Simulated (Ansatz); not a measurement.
Species: sum formula H3BPO, net charge -1, singlet state. It need not be the lowest isomer of its formula. Whether it binds its extra electron was not tested at this geometry. SMILES: OB[PH-]
Geometry from a B3LYP-D3(BJ)/def2-TZVP (Ansatz, a first-principles code) optimisation:
```
B
O 1 1.4154
H 2 0.9638 1 108.84
H 1 1.2106 2 111.50 3 180.00
P 1 1.8457 4 125.88 2 180.00
H 5 1.4285 1 96.76 4 0.00
```
Charge -1, spin multiplicity 1.

Parts of the frozen-core correlation energy in STO-3G (Ansatz, hartree). Frozen orbitals: 7; correlated occupied orbitals by spin: 9 and 9; virtual: 6 and 6. Spin-orbit coupling is left out. Non-relativistic.

```json
[
 {"term": "reference (HF)", "value": "-436.72086"},
 {"term": "MP2 opposite-spin", "value": "-0.09841"},
 {"term": "MP2 same-spin", "value": "-0.01837"},
 {"term": "CCSD correlation", "value": "-0.14853"},
 {"term": "(T)", "value": "-0.00460"},
 {"term": "FCI minus CCSD(T)", "value": "-0.00081"},
 {"term": "T1 diagnostic", "value": "0.025"},
 {"term": "largest doubles amplitude", "value": "0.135"}
]
```
